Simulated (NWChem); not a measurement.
System: C2H5ClSi2; SMILES C#C[SiH2][SiH2]Cl

Parts of the log:

```
             Northwest Computational Chemistry Package (NWChem) 7.3.0
             --------------------------------------------------------

                             Geometry "geometry" -> ""
                             -------------------------

 Output coordinates in angstroms (scale by  1.889725989 to convert to a.u.)

  No.       Tag          Charge          X              Y              Z
 ---- ---------------- ---------- -------------- -------------- --------------
    1 C                    6.0000     1.48802300    -2.75716200    -0.34201400
    2 C                    6.0000     0.49803800    -2.12296800    -0.02728500
    3 Si                  14.0000    -0.96921800    -1.11940200     0.41476100
    4 Si                  14.0000    -0.72700300     1.02343000    -0.51252700
    5 Cl                  17.0000     0.95954000     1.90195400     0.32476200
    6 H                    1.0000     2.36247500    -3.32107000    -0.61598500
    7 H                    1.0000    -2.20275000    -1.76715700    -0.12721900
    8 H                    1.0000    -1.08324100    -1.01350400     1.89933100
    9 H                    1.0000    -1.90826100     1.88205900    -0.20202100
   10 H                    1.0000    -0.54575500     0.96004600    -1.99164200

 Effective nuclear repulsion energy (a.u.)     299.0136024554

                                 NWChem DFT Module
                                 -----------------

 Summary of "ao basis" -> "ao basis" (spherical)
 ------------------------------------------------------------------------------
       Tag                 Description            Shells   Functions and Types
 ---------------- ------------------------------  ------  ---------------------
 C                          def2-svp                 6       14   3s2p1d
 Si                         def2-svp                 8       18   4s3p1d
 Cl                         def2-svp                 8       18   4s3p1d
 H                          def2-svp                 3        5   2s1p

            General Information
            -------------------
          SCF calculation type: DFT
          Wavefunction type:  closed shell.
          No. of atoms     :    10
          No. of electrons :    62
           Alpha electrons :    31
            Beta electrons :    31
          Charge           :     0
          Spin multiplicity:     1
          Use of symmetry is: off; symmetry adaption is: off
          Maximum number of iterations: 150
          AO basis - number of functions:   107
                     number of shells:    51
          Convergence on energy requested:  1.00D-06
          Convergence on density requested:  1.00D-05
          Convergence on gradient requested:  5.00D-04

              XC Information
              --------------
                         B3LYP Method XC Potential
                     Hartree-Fock (Exact) Exchange  0.200
                        Slater Exchange Functional  0.800 local
                    Becke 1988 Exchange Functional  0.720 non-local
              Lee-Yang-Parr Correlation Functional  0.810
                  VWN I RPA Correlation Functional  0.190 local

             Grid Information
             ----------------
          Grid used for XC integration:  medium
          Radial quadrature: Mura-Knowles
          Angular quadrature: Lebedev.
          Tag              B.-S. Rad. Rad. Pts. Rad. Cut. Ang. Pts.
          ---              ---------- --------- --------- ---------
          C                   0.70       49          13.0       434
          Si                  1.10       88          12.0       590
          Cl                  1.00       88          13.0       590
          H                   0.35       45          15.0       434
          Grid pruning is: on
          Number of quadrature shells:   587
          Spatial weights used:  Erf1

      Superposition of Atomic Density Guess
      -------------------------------------

 Sum of atomic energies:       -1114.54662397

      Non-variational initial energy
      ------------------------------

 Total energy =   -1116.329804
 1-e energy   =   -2134.686518
 2-e energy   =     719.343111
 HOMO         =      -0.293703
 LUMO         =       0.014797

     ---------------------------------------------
      Total Density - Mulliken Population Analysis
     ---------------------------------------------

    Atom       Charge   Shell Charges
 -----------   ------   -------------------------------------------------------
    1 C    6     6.21   1.99  0.98  0.57  1.89  0.76  0.03
    2 C    6     6.21   1.99  1.01  0.31  1.96  0.91  0.03
    3 Si  14    13.63   2.00  1.99  1.02  0.27  5.94  1.14  1.15  0.13
    4 Si  14    13.39   2.00  1.99  1.01  0.23  5.94  1.03  1.05  0.14
    5 Cl  17    17.43   2.00  1.99  1.22  0.72  5.94  2.16  3.37  0.01
    6 H    1     0.88   0.63  0.22  0.03
    7 H    1     1.05   0.68  0.36  0.01
    8 H    1     1.05   0.69  0.35  0.01
    9 H    1     1.07   0.70  0.37  0.01
   10 H    1     1.08   0.70  0.37  0.01

   convergence    iter        energy       DeltaE   RMS-Dens  Diis-err
 ---------------- ----- ----------------- --------- --------- ---------
 d= 0,ls=0.0,diis     1  -1117.9868517251 -1.42D+03  1.01D-02  4.90D-01
 d= 0,ls=0.0,diis     2  -1118.0152708712 -2.84D-02  6.03D-03  2.13D-01
 d= 0,ls=0.0,diis     3  -1118.0457547267 -3.05D-02  1.76D-03  3.86D-02
 d= 0,ls=0.0,diis     4  -1118.0516486551 -5.89D-03  3.59D-04  9.44D-04
 d= 0,ls=0.0,diis     5  -1118.0516548246 -6.17D-06  1.71D-04  9.58D-04
  Resetting Diis
 d= 0,ls=0.0,diis     6  -1118.0517817314 -1.27D-04  3.96D-05  2.03D-05
 d= 0,ls=0.0,diis     7  -1118.0517843583 -2.63D-06  1.25D-05  4.27D-07
 d= 0,ls=0.0,diis     8  -1118.0517843712 -1.29D-08  6.19D-06  3.82D-07

         Total DFT energy =    -1118.051784371241
      One electron energy =    -2138.112108372085
           Coulomb energy =      803.825731515655
    Exchange-Corr. energy =      -82.779009970228
 Nuclear repulsion energy =      299.013602455417

 Numeric. integr. density =       62.000024518967

                       DFT Final Molecular Orbital Analysis
                       ------------------------------------

 Vector   29  Occ=2.000000D+00  E=-3.107712D-01
              MO Center=  6.9D-01, -5.1D-01,  2.4D-02, r^2= 6.0D+00
   Bfn.  Coefficient  Atom+Function         Bfn.  Coefficient  Atom+Function
  ----- ------------  ---------------      ----- ------------  ---------------
    76      0.366936   5 Cl py               73      0.265820   5 Cl py
     5      0.232183   1 C  py               19      0.224758   2 C  py
    77     -0.169594   5 Cl pz               20     -0.166977   2 C  pz
    70      0.154630   5 Cl py                6     -0.141855   1 C  pz
    22      0.142264   2 C  py               18      0.137771   2 C  px

 Vector   30  Occ=2.000000D+00  E=-2.949183D-01
              MO Center=  7.3D-01, -2.3D+00, -8.2D-02, r^2= 2.4D+00
   Bfn.  Coefficient  Atom+Function         Bfn.  Coefficient  Atom+Function
  ----- ------------  ---------------      ----- ------------  ---------------
     6      0.336110   1 C  pz               20      0.324953   2 C  pz
     9      0.198439   1 C  pz                4      0.193450   1 C  px
    23      0.190435   2 C  pz               18      0.189060   2 C  px
     5      0.136900   1 C  py               19      0.132192   2 C  py
    88      0.126668   7 H  s                93     -0.124998   8 H  s

[...]

                     NWChem Electrostatic Potential Fit Module
                     -----------------------------------------

 Atom parameters

 Number of atoms is                                   10
 Number of basis functions is                        107

 Grid parameters

 Maximum number of grid points is                  48768
 Number of grid points is                          48767
 Grid range                                     0.300000 nm
 Grid spacing                                   0.020000 nm
 Probe radius                                   0.070000 nm
 Atom radius factor                             1.000000

 Atomic radii

    1    0.100000
    6    0.147000
   14    0.187000
   17    0.169000
 FASTESP  F
  using M.O. file = ./job.movecs

    Atom              Coordinates                           Charge

                                                  ESP

    1 C     0.148802   -0.275716   -0.034201   -0.302586
    2 C     0.049804   -0.212297   -0.002729   -0.115456
    3 Si   -0.096922   -0.111940    0.041476    0.361364
    4 Si   -0.072700    0.102343   -0.051253    0.367166
    5 Cl    0.095954    0.190195    0.032476   -0.210589
    6 H     0.236248   -0.332107   -0.061599    0.263861
    7 H    -0.220275   -0.176716   -0.012722   -0.099011
    8 H    -0.108324   -0.101350    0.189933   -0.089572
    9 H    -0.190826    0.188206   -0.020202   -0.091143
   10 H    -0.054576    0.096005   -0.199164   -0.084033
                                            ------------
                                                0.000000

 Dipole moment                                  0.572355

 Quadrupole moment Qxx                          6.711973
                   Qyy                         -5.935855
                   Qzz                         -0.776118

 RMS deviation kJ/mol                           0.057553

 RRMS %                                        39.634911
```

Level: B3LYP/def2-SVP. Coordinates come from a PBE0/def2-SVP optimisation.

Q: Reconstruct the input file.

A: Several could match; the one computed here: the input that was run:
```
start job
memory heap 200 mb stack 900 mb global 1100 mb
geometry units angstroms noautosym nocenter noautoz
  C      1.488023    -2.757162    -0.342014
  C      0.498038    -2.122968    -0.027285
  Si    -0.969218    -1.119402     0.414761
  Si    -0.727003     1.023430    -0.512527
  Cl     0.959540     1.901954     0.324762
  H      2.362475    -3.321070    -0.615985
  H     -2.202750    -1.767157    -0.127219
  H     -1.083241    -1.013504     1.899331
  H     -1.908261     1.882059    -0.202021
  H     -0.545755     0.960046    -1.991642
end
basis spherical
  * library def2-svp
end
dft
  xc b3lyp
  iterations 150
  mulliken
end
task dft energy
esp
  recalculate
  probe 0.07
  range 0.3
  factor 1.0
  spacing 0.02
end
task esp
```
